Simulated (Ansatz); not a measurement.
## Energy profile

The step: BH₃O ([BH2][OH]) + H₂ → BH₃ + H₂O (still joined by a long B–O bond); bonds formed: B1–H6, O2–H5; bonds broken: H5–H6; bonds weakened to dative contacts: B1–O2 (atoms numbered as in the saddle structure below).

```
atom    x (Å)    y (Å)    z (Å)
  B1  -0.3122   0.3205  -0.2937
  O2   0.7824  -0.8029  -0.1255
  H3  -1.0497   0.0898  -1.2029
  H4   0.1044   1.4274  -0.1098
  H5  -0.1432  -0.6130   0.7100
  H6  -0.9741  -0.0151   0.8144
  H7   1.5925  -0.4066   0.2075
```

Electronic energies by CCSD(T) at an estimated basis limit (MP2 extrapolated from triple and quadruple zeta, plus CCSD(T) − MP2 in triple zeta), on PBE0-D4/def2-TZVP structures; BH5O, closed shell; no counterpoise correction. Computed with Ansatz 0.2.0 (basis: def2-TZVPP and def2-QZVPP); correlated methods freeze the cores. Extrapolation: Hartree–Fock as exp(−7.88 √X), correlation as X^−2.97.

**Question.** Give the profile in kcal/mol, counted from the separated reactants. (Judge from chemistry; the value comes from the calculation.)

**Answer.** By the calculation:
| point | kcal/mol |
| --- | --- |
| separated: BH3O (linked as [BH2][OH]; B1, O2, H3, H4, H7; singlet) + H2 (H5, H6; singlet) | 0.00 |
| start structure | -0.42 |
| saddle | 40.23 |
| end structure | 15.75 |
| separated: BH3 (B1, H3, H4, H6; singlet) + H2O (O2, H5, H7; singlet) | 30.22 |

T1 diagnostic: at most 0.015.

For scale, one of the runs: CCSD(T)/def2-TZVPP, 132 basis functions, launched by `ansatz run in.yaml --threads 2 --pin off --events-out ev --progress --plain --max-ram 4352MiB`. Time: 5.5 s of wall clock on 2 CPU threads of an Arm Neoverse V2; the host was shared. Peak host memory: 0.68 GiB.
